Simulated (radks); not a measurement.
Values are calculated unless marked as measured or tabulated.
Q: Cu IV, configuration [Ne] 3s2 3p5 3d8 4f1 (not the ground configuration). Level of theory: scalar-relativistic Kohn-Sham, LDA (Slater exchange, VWN5 correlation), spin-unpolarised, spherical densities, finite nucleus; Fermi nuclear charge, rms radius 3.8823 fm (a radial shooting solver on a logarithmic mesh with Libxc functionals). Some entries of the table are withheld. Estimate them.

orbital,occ.,eigenvalue (hartree),<r> (bohr),<1/r> (bohr^-1)
1s,2,-327.1726,(1),29.11
2s,2,-41.42692,0.2356,6.318
2p,6,-36.14840,(2),6.209
3s,2,-6.50835,0.6998,2.033
3p,5,-4.93959,0.7256,(3)
3d,8,-2.38679,0.8035,(4)
4s,0,-1.54570,1.928,0.6918
4p,0,-1.19594,2.199,(5)
4d,0,-0.72482,(6),0.4366
4f,1,-0.43012,4.323,0.2640
5f,0,-0.24638,7.652,0.1699

A: 
(1) 1s <r> (bohr): 0.05221
(2) 2p <r> (bohr): 0.2065
(3) 3p <1/r> (bohr^-1): 1.897
(4) 3d <1/r> (bohr^-1): 1.598
(5) 4p <1/r> (bohr^-1): 0.6014
(6) 4d <r> (bohr): 3.018
